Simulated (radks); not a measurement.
Results of a calculation; reference values are marked as such.
Question: The mean radii <r> (bohr) of the occupied orbitals of an atom or ion are listed with their occupations. Level of theory: scalar-relativistic Kohn-Sham, PBE, spin-polarised, spherical densities, point nucleus (a radial shooting solver on a logarithmic mesh with Libxc functionals).

orbital  occ.      <r>
1s down     1  0.03344
1s up       1  0.03344
2s up       1   0.1457
2s down     1   0.1457
2p up       3   0.1270
2p down     3   0.1270
3s up       1   0.4027
3s down     1   0.4027
3p up       3   0.4030
3p down     3   0.4030
3d up       5   0.3842
3d down     5   0.3841
4s up       1    1.021
4s down     1    1.018
4p up       3    1.131
4p down     3    1.128
4d up       5    1.626
4d down     2    1.669

Name the element and its charge. Open shells, if any, are filled with parallel spins first.

Answer: Z = 44, ruthenium, charge +1: Ru+ in [Kr] 4d7. The 1s radius gives Z: for a bare nucleus <r> = (2 gamma + 1)/(2Z) with gamma = sqrt(1 - (Z/c)^2), 0.03289 bohr for Z = 44, and screening makes it slightly larger (0.03344 here). The occupations add up to 43, and the charge is Z minus that.
